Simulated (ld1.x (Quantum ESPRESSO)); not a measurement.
Before and after: TM potential for Se

- Element: selenium (Se)
- Generator: ld1.x (Quantum ESPRESSO) 7.5
- Type: norm-conserving Troullier–Martins (Kleinman–Bylander form)
- Functional: LDA (PZ)
- Relativity: scalar-relativistic
- Frozen core: [Ar] 3d10
- Valence charge: 6
- Reference configuration: 4s2 4p4
- Partial waves: 4s (bound): rc 1.55 bohr; 4p (bound): rc 1.25 bohr
- Local potential: all-electron potential smoothed inside 1.10 bohr (lloc = -1)
- Core correction: none

Change: core correction a·sin(br)/r model core inside 1.20 bohr.

Cutoffs: the cutoffs (Ry, on a coarse ladder) from which the occupation-weighted sum of valence levels, in a spherical-Bessel basis at the reference potential, stays within 10 and 1 mRy of its value at 400 Ry; they do not see the model core or the augmentation charge, which bear on the density cutoff. Errors are all-electron minus pseudo energies relative to the spin-unpolarised reference configuration.

Predict the effect on cutoff, ghosts and configuration errors.

The potential gets neither clearly harder nor softer (80 Ry and 160 Ry → 80 Ry and 160 Ry); both files keep a bound ghost (s); of the 9 tests that both files solve, the error grows in 0 and shrinks in 8 by more than 15 % and 0.3 meV (median size 32.0 → 1.3 meV). Exchange and correlation are not linear in the density, so unscreening with the valence charge alone errs where core and valence overlap; a model core restores that term. A model core, the more so a compact one, raises the density cutoff, which this test does not measure.

```csv
quantity,base,changed
"cutoff, loose",80 Ry,80 Ry
"cutoff, tight",160 Ry,160 Ry
bound ghosts,s,s
"error for 4s2 4p3, meV [ΔE 11.01 eV]",+4.8,+1.1
"error for 4s2 4p2, meV [ΔE 31.57 eV]",+27,-1.3
"error for 4s2 4p1, meV [ΔE 62.72 eV]",+73,-44
"error for 4s0 4p6, meV [ΔE 22.09 eV]",+69,+6.0
"error for 4s1 4p4, meV [ΔE 22.59 eV]",+32,+6.6
"error for 4s1 4p5, meV [ΔE 10.94 eV]",+14,+0.1
"error for 4s2 4p4.3, meV [ΔE -1.64 eV]",+0.6,+0.4
"error for 4s2 4p4 (spin-polarised), meV [ΔE -0.59 eV]",+80,+2.1
"error for 4s2 4p3 (spin-polarised), meV [ΔE 9.37 eV]",+260,+1.0
s: phases at 1.70 bohr within 0.05 rad from the reference energy up to (Ry; the scan ends near 5),to the end of the scan,to the end of the scan
p: phases at 1.70 bohr within 0.05 rad from the reference energy up to (Ry; the scan ends near 5),1.1,1.1
```

 A true bound ghost makes a file unfit for plane-wave use even where its test errors are small: the radial tests pick states by their node count and pass the ghost by.
